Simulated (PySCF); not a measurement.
diphosphane (H₄P₂), SMILES PP. Geometry optimised at TPSSh-D3(BJ)/def2-TZVP.

Computed equilibrium geometry at TPSSh-D3(BJ)/def2-TZVP (PySCF confirms it by a frequency run) as bond lengths and angles, and its point group:
point group C2h.
Atoms: P1 P2 H3 H4 H5 H6. Bond lengths (Å): P1–P2 2.239, P1–H3 1.419, P1–H4 1.419, P2–H5 1.419, P2–H6 1.419. Angles (°): P2–P1–H3 93.6, P2–P1–H4 93.6, H3–P1–H4 92.3, P1–P2–H5 93.6, P1–P2–H6 93.6, H5–P2–H6 92.3.
Charge 0, spin multiplicity 1.
